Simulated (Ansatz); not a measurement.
`F/C(Cl)=C(/Cl)I` at its PBE0-D4/def2-TZVP geometry, where that method's forces vanish. Charge 0, multiplicity 1. I: def2 effective core potential.

```tsv
atom	x (Å)	y (Å)	z (Å)
F1	0.996	1.005	-1.095
C2	-0.065	0.533	-0.467
Cl3	-1.501	1.320	-0.904
C4	0.031	-0.464	0.412
Cl5	-1.331	-1.078	1.224
I6	1.870	-1.316	0.830
```

(1) For each bond, give half the difference of the two atoms' forces along it (eV/Å; positive pushes the atoms apart) under PBE-D4, r2SCAN-D4, B3LYP-D4, ωB97M-V in def2-TZVPP. (An estimate is asked.)

Results:

(1) Ansatz gave: 
| bond | length (Å) | PBE-D4 | r2SCAN-D4 | B3LYP-D4 | ωB97M-V |
| --- | --- | --- | --- | --- | --- |
| F1–C2 | 1.320 | 0.50 | 0.23 | 0.39 | 0.34 |
| C2–Cl3 | 1.695 | 0.04 | 0.02 | 0.26 | 0.24 |
| C2–C4 | 1.332 | 0.35 | 0.13 | -0.32 | -0.48 |
| C4–Cl5 | 1.701 | 0.03 | 0.03 | 0.30 | 0.36 |
| C4–I6 | 2.071 | 0.09 | 0.07 | 0.25 | 0.01 |

B3LYP here is the variant with VWN-RPA as its local correlation; programs differ in this.
